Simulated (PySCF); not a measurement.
C$_{5}$H$_{9}$O$_{3}$ (SMILES CC(=O)OC(C)C[O]), doublet, geometry from GFN2-xTB; PySCF with PBE/3-21G.

Here is a job for PySCF.
```python
from pyscf import gto, scf, dft

mol = gto.M(
    atom='''
C     2.808608    0.181649    0.679217
C     1.466081   -0.294951    0.200290
O     1.189667   -1.457400    0.006689
O     0.626924    0.713669    0.015478
C    -0.677584    0.465303   -0.528362
C    -1.456226    1.769435   -0.455420
C    -1.434000   -0.647658    0.254024
O    -2.562244   -1.026480   -0.262298
H     3.513512    0.120753   -0.148131
H     2.741842    1.209155    1.021768
H     3.164166   -0.470532    1.472373
H    -0.568952    0.136837   -1.569335
H    -1.528872    2.103176    0.576894
H    -0.961259    2.539141   -1.041404
H    -2.455205    1.594793   -0.844589
H    -0.701003   -1.513763    0.214081
H    -1.480281   -0.400542    1.340884
''',
    basis='3-21g',
    charge=0,
    spin=1,
    verbose=4,
)

mf = dft.UKS(mol)
mf.xc = 'pbe'
mf.kernel()
mf.analyze()
```

The log (banner, timings and long lists left out):

```
PySCF version 2.14.0

[INPUT] verbose = 4
[INPUT] num. atoms = 17
[INPUT] num. electrons = 63
[INPUT] charge = 0
[INPUT] spin (= nelec alpha-beta = 2S) = 1
[INPUT] symmetry False subgroup None
[INPUT] Mole.unit = angstrom
[INPUT] Symbol           X                Y                Z      unit          X                Y                Z       unit  Magmom
[...]
nuclear repulsion = 392.129787527658
number of shells = 58
number of NR pGTOs = 147
number of NR cGTOs = 90
basis = 3-21g
ecp = {}

******** <class 'pyscf.dft.uks.UKS'> ********
method = UKS
initial guess = minao
damping factor = 0
level_shift factor = 0
DIIS = <class 'pyscf.scf.diis.CDIIS'>
diis_start_cycle = 1
diis_space = 8
diis_damp = 0
SCF conv_tol = 1e-09
SCF conv_tol_grad = None
SCF max_cycles = 50
direct_scf = True
direct_scf_tol = 1e-13
number electrons alpha = 32  beta = 31
XC library pyscf.dft.libxc version 7.1.2
    S. Lehtola, C. Steigemann, M. J. T. Oliveira, and M. A. L. Marques,  SoftwareX 7, 1–5 (2018)
XC functionals = pbe
    J. P. Perdew, K. Burke, and M. Ernzerhof,  Phys. Rev. Lett. 77, 3865 (1996)
    J. P. Perdew, K. Burke, and M. Ernzerhof,  Phys. Rev. Lett. 78, 1396 (1997)
    J. P. Perdew, K. Burke, and M. Ernzerhof,  Phys. Rev. Lett. 77, 3865 (1996)
    J. P. Perdew, K. Burke, and M. Ernzerhof,  Phys. Rev. Lett. 78, 1396 (1997)
radial grids:
    Treutler-Ahlrichs [JCP 102, 346 (1995); DOI:10.1063/1.469408] (M4) radial grids

becke partition: Becke, JCP 88, 2547 (1988); DOI:10.1063/1.454033
pruning grids: <function nwchem_prune>
grids dens level: 3
symmetrized grids: False
atomic radii adjust function: <function treutler_atomic_radii_adjust>
small_rho_cutoff = 0
Set gradient conv threshold to 3.16228e-05
tot grids = 201112
init E= -419.455621605778

cycle= 1 E= -418.473234997796  delta_E= 0.982  |g|= 0.794  |ddm|= 2.88
cycle= 2 E= -415.736262639533  delta_E= 2.74  |g|= 2.11  |ddm|=  3.4
cycle= 3 E= -417.862724089329  delta_E= -2.13  |g|= 1.21  |ddm|= 3.35
cycle= 4 E= -418.711299280417  delta_E= -0.849  |g|= 0.262  |ddm|= 1.44
cycle= 5 E= -418.700567276923  delta_E= 0.0107  |g|= 0.321  |ddm|= 0.561
cycle= 6 E= -418.739064112025  delta_E= -0.0385  |g|= 0.0621  |ddm|= 0.29
cycle= 7 E= -418.74062834168  delta_E= -0.00156  |g|= 0.0308  |ddm|= 0.0557
cycle= 8 E= -418.741063156517  delta_E= -0.000435  |g|= 0.0133  |ddm|= 0.0356
cycle= 9 E= -418.741149517164  delta_E= -8.64e-05  |g|= 0.0053  |ddm|= 0.0268
cycle= 10 E= -418.741163469211  delta_E= -1.4e-05  |g|= 0.00117  |ddm|= 0.00738
cycle= 11 E= -418.741164033467  delta_E= -5.64e-07  |g|= 0.000375  |ddm|= 0.00167
cycle= 12 E= -418.741164107576  delta_E= -7.41e-08  |g|= 0.000103  |ddm|= 0.000584
cycle= 13 E= -418.741164113522  delta_E= -5.95e-09  |g|= 5.09e-05  |ddm|= 0.000246
cycle= 14 E= -418.741164114719  delta_E= -1.2e-09  |g|= 2.72e-05  |ddm|= 0.000119
cycle= 15 E= -418.741164115018  delta_E= -2.99e-10  |g|= 1.71e-05  |ddm|= 5.27e-05
Extra cycle  E= -418.741164114235  delta_E= 7.83e-10  |g|= 4.74e-05  |ddm|= 6.61e-05
converged SCF energy = -418.741164114235  <S^2> = 0.75181886  2S+1 = 2.001818
**** SCF Summaries ****
Total Energy =                        -418.741164114234891
Nuclear Repulsion Energy =             392.129787527657925
One-electron Energy =                -1348.262102850923839
Two-electron Energy =                  537.391151209031023
Two-electron Coulomb Energy =          592.989204443166386
DFT Exchange-Correlation Energy =      -55.598053234135399
**** MO energy ****
                             alpha | beta                alpha | beta
[...]
To work with the spin densities directly, `use mulliken_meta_spin()` only printing them here.

 ** Mulliken spin pop alpha/beta on meta-lowdin orthogonal AOs **
 ** Mulliken Spin Density (per AO)  **
spin_pop of  0 C 1s       -0.00000
spin_pop of  0 C 2s        0.00049
spin_pop of  0 C 3s        0.00000
spin_pop of  0 C 2px       0.00226
spin_pop of  0 C 2py       0.00057
spin_pop of  0 C 2pz       0.00049
spin_pop of  0 C 3px       0.00000
[...]
spin_pop of  3 O 2pz       0.00359
spin_pop of  3 O 3px      -0.00001
spin_pop of  3 O 3py       0.00001
spin_pop of  3 O 3pz      -0.00000
spin_pop of  4 C 1s       -0.00000
spin_pop of  4 C 2s        0.00150
spin_pop of  4 C 3s        0.00003
spin_pop of  4 C 2px       0.00069
spin_pop of  4 C 2py       0.00792
spin_pop of  4 C 2pz       0.00633
spin_pop of  4 C 3px      -0.00003
spin_pop of  4 C 3py      -0.00000
spin_pop of  4 C 3pz       0.00007
spin_pop of  5 C 1s       -0.00000
spin_pop of  5 C 2s        0.00029
spin_pop of  5 C 3s        0.00001
spin_pop of  5 C 2px       0.00394
spin_pop of  5 C 2py       0.00369
spin_pop of  5 C 2pz       0.00141
spin_pop of  5 C 3px      -0.00001
spin_pop of  5 C 3py       0.00018
spin_pop of  5 C 3pz       0.00002
spin_pop of  6 C 1s       -0.00000
spin_pop of  6 C 2s       -0.00657
spin_pop of  6 C 3s        0.00005
spin_pop of  6 C 2px      -0.00766
spin_pop of  6 C 2py       0.01758
spin_pop of  6 C 2pz      -0.00618
spin_pop of  6 C 3px       0.00006
spin_pop of  6 C 3py       0.00057
spin_pop of  6 C 3pz      -0.00006
spin_pop of  7 O 1s       -0.00001
spin_pop of  7 O 2s        0.00694
spin_pop of  7 O 3s       -0.00027
spin_pop of  7 O 2px       0.15287
spin_pop of  7 O 2py       0.54412
spin_pop of  7 O 2pz       0.04763
spin_pop of  7 O 3px       0.00016
spin_pop of  7 O 3py       0.00030
spin_pop of  7 O 3pz      -0.00003
spin_pop of  8 H 1s       -0.00030
spin_pop of  8 H 2s        0.00001
spin_pop of  9 H 1s        0.00087
spin_pop of  9 H 2s       -0.00000
spin_pop of  10 H 1s       -0.00024
spin_pop of  10 H 2s        0.00001
spin_pop of  11 H 1s       -0.00075
spin_pop of  11 H 2s        0.00001
spin_pop of  12 H 1s       -0.00008
spin_pop of  12 H 2s        0.00005
spin_pop of  13 H 1s        0.00075
spin_pop of  13 H 2s        0.00001
spin_pop of  14 H 1s       -0.00070
spin_pop of  14 H 2s        0.00029
spin_pop of  15 H 1s        0.11727
spin_pop of  15 H 2s        0.00082
spin_pop of  16 H 1s        0.03702
spin_pop of  16 H 2s       -0.00001
 ** Mulliken Spin Density (per atom)  **
spin density of  0 C =      0.00386
spin density of  1 C =     -0.00455
spin density of  2 O =      0.06100
spin density of  3 O =      0.00913
spin density of  4 C =      0.01651
spin density of  5 C =      0.00953
spin density of  6 C =     -0.00221
spin density of  7 O =      0.75172
spin density of  8 H =     -0.00029
spin density of  9 H =      0.00087
spin density of  10 H =     -0.00023
spin density of  11 H =     -0.00074
spin density of  12 H =     -0.00004
spin density of  13 H =      0.00076
spin density of  14 H =     -0.00041
spin density of  15 H =      0.11809
spin density of  16 H =      0.03701
 ** Mulliken pop alpha/beta on meta-lowdin orthogonal AOs **
 ** Mulliken pop       alpha | beta **
In total            32.00000 | 31.00000
 ** Mulliken atomic charges   ( Nelec_alpha | Nelec_beta ) **
charge of  0C =     -0.33859  (     3.17123      3.16737 )
charge of  1C =      0.39782  (     2.79882      2.80337 )
charge of  2O =     -0.34850  (     4.20475      4.14375 )
charge of  3O =     -0.27716  (     4.14314      4.13401 )
charge of  4C =      0.08221  (     2.96715      2.95064 )
charge of  5C =     -0.30656  (     3.15804      3.14852 )
charge of  6C =     -0.00923  (     3.00351      3.00572 )
charge of  7O =     -0.28395  (     4.51784      3.76611 )
charge of  8H =      0.13522  (     0.43224      0.43253 )
charge of  9H =      0.12860  (     0.43613      0.43526 )
charge of  10H =      0.13230  (     0.43373      0.43396 )
charge of  11H =      0.10793  (     0.44567      0.44641 )
charge of  12H =      0.10943  (     0.44527      0.44530 )
charge of  13H =      0.11131  (     0.44473      0.44397 )
charge of  14H =      0.11949  (     0.44005      0.44046 )
charge of  15H =      0.16022  (     0.47893      0.36085 )
charge of  16H =      0.07947  (     0.47877      0.44176 )
Dipole moment(X, Y, Z, Debye):  2.60881,  2.22004,  0.50875
```
